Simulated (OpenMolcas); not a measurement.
**neutral rubidium: CASPT2 settings compared**

- Program: OpenMolcas
- Basis: ANO-RCC-VDZP [6s5p2d]
- Scalar Hamiltonian: DKH2, point nucleus
- Active space: 1 electron in 4 orbitals (5s 5p)
- State averaging: 2S+1 = 2 even, 1 root; 2S+1 = 2 odd, 3 roots
- Spin-orbit coupling: state interaction with AMFI integrals over the reference wave functions, term energies averaged over their components

Methods on the same reference wave functions:
A. CASSCF
B. SS-CASPT2, IPEA 0.15 Eh, imaginary shift 0.1 Eh (closed shells correlated: 4s 4p)
C. SS-CASPT2, IPEA 0 Eh, imaginary shift 0.15 Eh (closed shells correlated: 4s 4p)
D. SS-CASPT2, IPEA 0.3 Eh, imaginary shift 0.3 Eh (closed shells correlated: 4s 4p)

Energies in cm⁻¹ above 5s ²S_1/2, the measured ground level; measured values from NIST Handbook of Basic Atomic Spectroscopic Data.

```csv
Level,A,B,C,D,Measured
5s ²S_1/2,0.0,0.0,0.0,0.0,0.0
5p ²P°_1/2,10737,12172,12231,12119,12579
5p ²P°_3/2,10877,12312,12370,12259,12817
```

Deviations, from unrounded energies. A percentage is the sum of absolute deviations over the sum of measured energies, with the sign that they share, or ± where signs differ.

| Against measurement | Levels | A | B | C | D |
| --- | --- | --- | --- | --- | --- |
| mean absolute deviation (cm-1) | 2 | 1900 | 460 | 400 | 510 |
| other configurations (%) | 2 | -14.9 | -3.6 | -3.1 | -4.0 |

C lies closest to measurement on these levels and A furthest from it. The largest miss of C in the table is 5p ²P°_3/2, by -450 cm-1. The ranking rests on the paired levels alone, and a cruder setting can come out closer through cancelling errors.

Among B to D the level of the table that moves most is 5p ²P°_1/2, by 110 cm-1 (lowest in D, highest in C).

The lowest spin-free term lies below A's lowest term by 0.133 hartree in B, 0.133 hartree in C, 0.132 hartree in D.

ANO sets are built for ground and valence states and can reach diffuse excited orbitals poorly. With one active electron the reference holds no correlation, so core polarisation is missing (holds for A). With one active electron, CASPT2 adds the correlation within the correlated inactive shells and between them and that electron, and leaves the splitting within a term as the reference gives it (holds for B; C; D). Measured partners are found by configuration, term and J. A level has none where our copy of the source lacks it or the pairing is in doubt (some pairs that miss far off the trend of their configuration count as doubtful), and it then counts in no deviation. Levels of configurations outside the active space are missing.

° marks odd parity.
